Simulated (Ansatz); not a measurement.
Program: Ansatz. Geometries: PBE0-D4/def2-TZVP. ΔE: electronic, gas phase. CCSD(T)/CBS is the MP2 limit (def2-TZVPP, def2-QZVPP) plus CCSD(T) − MP2 in def2-TZVPP, frozen cores. DFT in def2-TZVPP. B3LYP here is the variant with VWN-RPA as its local correlation; programs differ in this. Each species was taken in one conformer, which may not be the lowest.

Consider the ligand exchange at the Al–C bond: `[AlH2][C@H]1C[Si@@H]1S` + `CC(N)=S` → `CC(=S)[NH][AlH2]` + `S[SiH]1CC1`.

```tsv
level	ΔE (eV)
B2PLYP	-0.70
PBE	-0.58
r2SCAN	-0.62
B3LYP	-0.70
HF/def2-TZVPP	-0.77
CCSD/def2-TZVPP	-0.72
CCSD(T)/def2-TZVPP	-0.70
SCS-MP2/def2-QZVPP	-0.70
```

**Question.** What does CCSD(T)/CBS give? (An estimate is asked.)

**Answer.** The calculation gave: -0.67 eV. The listed levels differ from it by -0.03, 0.09, 0.05, -0.03, -0.10, -0.05, -0.03, -0.03 eV.

Largest T1 diagnostic among the species: 0.017.

In def2-TZVPP, CCSD(T) changes the Hartree–Fock value by +0.07 eV (the triples alone add +0.02 eV) and MP2 by +0.09 eV.
